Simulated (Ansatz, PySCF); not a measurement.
System: GaF₂, charge 0, doublet. GaF2 (SMILES [F][Ga][F], doublet).
B3LYP-D3(BJ)/def2-TZVP minimum from Ansatz (a program for electronic structure):
```xyz
3

Ga     0.3037     0.1198     0.0904
F     -0.6807     0.9328    -1.1359
F     -0.3656    -1.3455     0.8244
```
Charge 0, spin multiplicity 2.

Atomisation energy term by term, kcal/mol (programs: Ansatz). Open shells are spin-unrestricted; no spin-orbit coupling. Cores are frozen in correlated methods (noble-gas shells, and filled d and f shells in the p block). No relativity. CBS(X,Y): correlation extrapolated as X^-3, Hartree-Fock from the larger set (Q,5: extrapolated as (X+1)exp(-9√X)). A bracket is a step between two methods taken in the basis named. Where a partner has so few electrons that a lower coupled-cluster level is exact, that level stands in. The spin of F2Ga ([F][Ga][F], doublet) was assumed, and the state is the lowest solution found for it.

```
term                                                          basis  kcal/mol
-----------------------  ------------------------------------------  --------
Hartree-Fock                                   CBS(cc-pVQZ,cc-pV5Z)    147.61
CCSD correlation                               CBS(cc-pVQZ,cc-pV5Z)     66.78
(T)                                            CBS(cc-pVQZ,cc-pV5Z)      7.14
CCSDT(Q) - CCSD(T)                                          cc-pVTZ      0.15
minus zero-point energy  Hessian by PySCF at B3LYP-D3(BJ)/def2-TZVP     -2.07
sum: D0                                                                 219.6
```

The step beyond CCSD(T) by other levels: CCSDT(Q) in cc-pVDZ 0.76 kcal/mol.
